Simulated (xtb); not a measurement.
Level of theory: GFN2-xTB in xtb 6.7.1.

```
xtb start.xyz --ohess tight --gfn 2 --chrg 0 --uhf 0 --iterations 400

# start.xyz
11

C     -1.279000    -1.413658    -0.118803
Ga     0.200212    -0.194441    -0.707923
C      0.061527     1.765825    -0.283189
S      2.443980    -1.110806    -0.081135
H     -2.061973    -1.416071    -0.896581
H     -1.657142    -0.959040     0.831698
H     -0.909462    -2.416640     0.128934
H     -0.956500     1.986419     0.141749
H      0.774868     2.035463     0.503101
H      0.162255     2.365683    -1.199032
H      3.221235    -0.642735    -1.135928
```

Output:

```
[...]
         :::::::::::::::::::::::::::::::::::::::::::::::::::::
         ::                     SUMMARY                     ::
         :::::::::::::::::::::::::::::::::::::::::::::::::::::
         :: total energy             -12.294996920233 Eh    ::
         :: gradient norm              0.000113143980 Eh/a0 ::
         :: HOMO-LUMO gap              3.936880822930 eV    ::
         ::.................................................::
         :: SCC energy               -12.416156219453 Eh    ::
         :: -> isotropic ES            0.017497646357 Eh    ::
         :: -> anisotropic ES         -0.000557201395 Eh    ::
         :: -> anisotropic XC          0.005315820449 Eh    ::
         :: -> dispersion             -0.005588352204 Eh    ::
         :: repulsion energy           0.121159299220 Eh    ::
         :: add. restraining           0.000000000000 Eh    ::
         :: total charge              -0.000000000000 e     ::
         :::::::::::::::::::::::::::::::::::::::::::::::::::::

           -------------------------------------------------
          |                Numerical Hessian                |
           -------------------------------------------------
step length          :   0.00500
SCC accuracy         :   0.30000
Hessian scale factor :   1.00000
frozen atoms in %    :   0.00000    0
RMS gradient         :   0.00011
estimated CPU  time      0.01 min
estimated wall time      0.01 min

writing file <hessian>.

 projected vibrational frequencies (cm⁻¹)
eigval :       -0.00    -0.00    -0.00     0.00     0.00     0.00
eigval :       47.13    50.31   109.03   117.47   119.96   187.90
eigval :      342.96   462.73   516.34   559.26   587.49   623.44
eigval :      624.72   666.48  1247.05  1261.95  1428.55  1439.49
eigval :     1440.62  1442.09  2397.48  2930.87  2933.96  2938.50
eigval :     2941.76  2947.14  2971.98
           -------------------------------------------------
          |                Property Printout                |
           -------------------------------------------------

    * Orbital Energies and Occupations

         #    Occupation            Energy/Eh            Energy/eV
      -------------------------------------------------------------
         1        2.0000           -0.6983310             -19.0026
         2        2.0000           -0.5966873             -16.2367
         3        2.0000           -0.5875297             -15.9875
         4        2.0000           -0.5323453             -14.4859
         5        2.0000           -0.4881721             -13.2838
         6        2.0000           -0.4816349             -13.1060
         7        2.0000           -0.4814132             -13.0999
         8        2.0000           -0.4791257             -13.0377
         9        2.0000           -0.4751179             -12.9286
        10        2.0000           -0.3995124             -10.8713
        11        2.0000           -0.3979951             -10.8300
        12        2.0000           -0.3829677             -10.4211 (HOMO)
        13                         -0.2382899              -6.4842 (LUMO)
        14                         -0.1545123              -4.2045
        15                         -0.1452117              -3.9514
        16                         -0.0348723              -0.9489
        17                         -0.0238183              -0.6481
        18                         -0.0040324              -0.1097
        19                          0.0076596               0.2084
        20                          0.0411604               1.1200
        21                          0.0629981               1.7143
        22                          0.0737454               2.0067
        23                          0.1196044               3.2546
       ...                                ...                  ...
        33                          1.4550670              39.5944
      -------------------------------------------------------------
                  HL-Gap            0.1446777 Eh            3.9369 eV
             Fermi-level           -0.3106288 Eh           -8.4526 eV

     #   Z          covCN         q      C6AA      α(0)
     1   6 C        3.625    -0.154    23.976     7.056
     2  31 Ga       2.564     0.061   217.206    33.051
     3   6 C        3.623    -0.159    24.097     7.076
     4  16 S        1.784    -0.329   155.354    20.979
     5   1 H        0.924     0.064     2.155     2.296
     6   1 H        0.924     0.063     2.169     2.303
     7   1 H        0.924     0.077     2.006     2.215
     8   1 H        0.924     0.059     2.216     2.328
     9   1 H        0.924     0.065     2.147     2.291
    10   1 H        0.924     0.063     2.160     2.298
    11   1 H        0.923     0.190     1.150     1.677

 Mol. C6AA /au·bohr⁶  :       2147.362412
 Mol. C8AA /au·bohr⁸  :     106643.087999
 Mol. α(0) /au        :         83.569951

Wiberg/Mayer (AO) data.
largest (>0.10) Wiberg bond orders for each atom

 ---------------------------------------------------------------------------
     #   Z sym  total        # sym  WBO       # sym  WBO       # sym  WBO
 ---------------------------------------------------------------------------
     1   6 C    3.973 --     6 H    0.931     5 H    0.929     7 H    0.926
                             2 Ga   0.905     3 C    0.157     4 S    0.118
     2  31 Ga   3.279 --     4 S    1.059     1 C    0.905     3 C    0.886
     3   6 C    3.969 --     8 H    0.940    10 H    0.929     9 H    0.928
                             2 Ga   0.886     1 C    0.157     4 S    0.124
     4  16 S    2.209 --     2 Ga   1.059    11 H    0.898     3 C    0.124
                             1 C    0.118
     5   1 H    0.996 --     1 C    0.929
     6   1 H    0.996 --     1 C    0.931
     7   1 H    0.994 --     1 C    0.926
     8   1 H    0.997 --     3 C    0.940
     9   1 H    0.996 --     3 C    0.928
    10   1 H    0.996 --     3 C    0.929
    11   1 H    0.964 --     4 S    0.898
 ---------------------------------------------------------------------------

Topologies differ in total number of bonds
Writing topology from bond orders to xtbtopo.mol

molecular dipole:
                 x           y           z       tot (Debye)
 q only:       -0.624       0.609       0.022
   full:       -1.028       0.818       0.037       3.341
molecular quadrupole (traceless):
                xx          xy          yy          xz          yz          zz
 q only:       -1.331       5.951       1.657       0.429      -0.734      -0.326
  q+dip:       -4.046       8.643       3.901       0.861      -1.004       0.145
   full:       -5.008       8.206       1.884       1.027      -0.991       3.124
Molecule has no symmetry elements
It seems to be the C1 point group

           -------------------------------------------------
          |                Geometry Summary                 |
           -------------------------------------------------

      molecular mass/u    :      132.8649105
   center of mass at/Å    :        0.5988573      -0.3203724      -0.2785479
  moments of inertia/u·Å² :        0.1162683E+03   0.1820811E+03   0.2920550E+03
rotational constants/cm⁻¹ :        0.1449891E+00   0.9258309E-01   0.5772075E-01

 * 8 selected distances

     #   Z          #   Z                                           value/Å
     2  31 Ga       4  16 S                                       2.2486429 (max)
     1   6 C        5   1 H                                       1.0934410
     1   6 C        6   1 H                                       1.0930333
     1   6 C        7   1 H                                       1.0939205
     3   6 C        8   1 H                                       1.0907613 (min)
     3   6 C        9   1 H                                       1.0941533
     3   6 C       10   1 H                                       1.0940446
     4  16 S       11   1 H                                       1.3287565

 * 3 distinct bonds (by element types)

   Z      Z             #   av. dist./Å        max./Å        min./Å
   1 H    6 C           6     1.0932257     1.0941533     1.0907613
   1 H   16 S           1     1.3287565     1.3287565     1.3287565
  16 S   31 Ga          1     2.2486429     2.2486429     2.2486429

           -------------------------------------------------
          |               Frequency Printout                |
           -------------------------------------------------
 projected vibrational frequencies (cm⁻¹)
eigval :       -0.00    -0.00    -0.00     0.00     0.00     0.00
eigval :       47.13    50.31   109.03   117.47   119.96   187.90
eigval :      342.96   462.73   516.34   559.26   587.49   623.44
eigval :      624.72   666.48  1247.05  1261.95  1428.55  1439.49
eigval :     1440.62  1442.09  2397.48  2930.87  2933.96  2938.50
eigval :     2941.76  2947.14  2971.98
 reduced masses (amu)
   1: 24.54   2: 40.38   3: 29.85   4: 42.32   5: 34.79   6: 22.48   7:  1.61   8:  1.44
   9: 20.19  10: 34.17  11: 22.40  12:  2.01  13: 36.85  14: 18.41  15: 24.90  16:  2.76
  17:  2.51  18:  3.92  19:  4.40  20:  4.31  21:  2.85  22:  2.67  23:  1.65  24:  1.61
  25:  1.64  26:  1.63  27:  1.94  28:  1.42  29:  1.93  30:  1.57  31:  1.89  32:  1.78
  33:  1.78
 IR intensities (km·mol⁻¹)
   1:  0.44   2:  0.37   3:  1.25   4:  0.24   5:  0.09   6:  2.00   7:  0.09   8:  0.15
   9:  3.29  10:  3.27  11:  8.41  12: 37.06  13: 29.99  14: 34.26  15: 59.07  16: 16.97
  17:  0.13  18: 49.47  19:101.04  20:196.47  21:  1.98  22:  0.39  23:  0.81  24:  0.42
  25:  0.77  26:  0.32  27: 86.60  28:  4.66  29: 17.74  30: 13.35  31: 23.43  32: 33.41
  33: 30.66
 Raman intensities (Ä⁴*amu⁻¹)
   1:  0.00   2:  0.00   3:  0.00   4:  0.00   5:  0.00   6:  0.00   7:  0.00   8:  0.00
   9:  0.00  10:  0.00  11:  0.00  12:  0.00  13:  0.00  14:  0.00  15:  0.00  16:  0.00
  17:  0.00  18:  0.00  19:  0.00  20:  0.00  21:  0.00  22:  0.00  23:  0.00  24:  0.00
  25:  0.00  26:  0.00  27:  0.00  28:  0.00  29:  0.00  30:  0.00  31:  0.00  32:  0.00
  33:  0.00
 output can be read by thermo (or use thermo option).
 writing <g98.out> molden fake output.
 recommended (thermochemical) frequency scaling factor: 1.0
           -------------------------------------------------
          |             Thermodynamic Functions             |
           -------------------------------------------------

c1  symmetry found (for desy threshold:  0.10E+00) used in thermo

          ...................................................
          :                      SETUP                      :
          :.................................................:
          :  # frequencies                          27      :
          :  # imaginary freq.                       0      :
          :  linear?                             false      :
          :  only rotor calc.                    false      :
          :  symmetry                               c1      :
          :  rotational number                       1      :
          :  scaling factor                  1.0000000      :
          :  rotor cutoff                   50.0000000 cm⁻¹ :
          :  imag. cutoff                  -20.0000000 cm⁻¹ :
          :.................................................:

    mode    ω/cm⁻¹     T·S(HO)/kcal·mol⁻¹    T·S(FR)/kcal·mol⁻¹   T·S(vib)
   ------------------------------------------------------------------------
       1     47.13    -1.47112 ( 44.12%)    -1.07350 ( 55.88%)    -1.24895
       2     50.31    -1.43265 ( 50.62%)    -1.05421 ( 49.38%)    -1.24578
       3    109.03    -0.97977 ( 95.76%)    -0.82538 (  4.24%)    -0.97323
       4    117.47    -0.93664 ( 96.82%)    -0.80329 (  3.18%)    -0.93241
       5    119.96    -0.92454 ( 97.07%)    -0.79708 (  2.93%)    -0.92081
       6    187.90    -0.67038 ( 99.50%)    -0.66423 (  0.50%)    -0.67035
   ------------------------------------------------------------------------

   temp. (K)  partition function   enthalpy   heat capacity  entropy
                                   cal/mol     cal/K/mol   cal/K/mol   J/K/mol
 298.15  VIB   983.                 3784.312     20.375     24.965
         ROT  0.190E+06              888.752      2.981     27.135
         INT  0.187E+09             4673.064     23.356     52.100
         TR   0.148E+28             1481.254      4.968     40.547
         TOT                        6154.3184    28.3243    92.6467   387.6339

       T/K    H(0)-H(T)+PV         H(T)/Eh          T*S/Eh         G(T)/Eh
   ------------------------------------------------------------------------
    298.15    0.980753E-02    0.857541E-01    0.440195E-01    0.417346E-01
   ------------------------------------------------------------------------

         :::::::::::::::::::::::::::::::::::::::::::::::::::::
         ::                  THERMODYNAMIC                  ::
         :::::::::::::::::::::::::::::::::::::::::::::::::::::
         :: total free energy         -12.253262291276 Eh   ::
         ::.................................................::
         :: total energy              -12.294996920233 Eh   ::
         :: zero point energy           0.075946550221 Eh   ::
         :: G(RRHO) w/o ZPVE           -0.034211921264 Eh   ::
         :: G(RRHO) contrib.            0.041734628957 Eh   ::
         :::::::::::::::::::::::::::::::::::::::::::::::::::::

optimized geometry written to: xtbopt.xyz

           -------------------------------------------------
          | TOTAL ENERGY              -12.294996920233 Eh   |
          | TOTAL ENTHALPY            -12.209242839346 Eh   |
          | TOTAL FREE ENERGY         -12.253262291276 Eh   |
          | GRADIENT NORM               0.000113155571 Eh/α |
          | HOMO-LUMO GAP               3.936881438543 eV   |
           -------------------------------------------------

------------------------------------------------------------------------
```

Cost: very roughly 0.7 core-seconds.
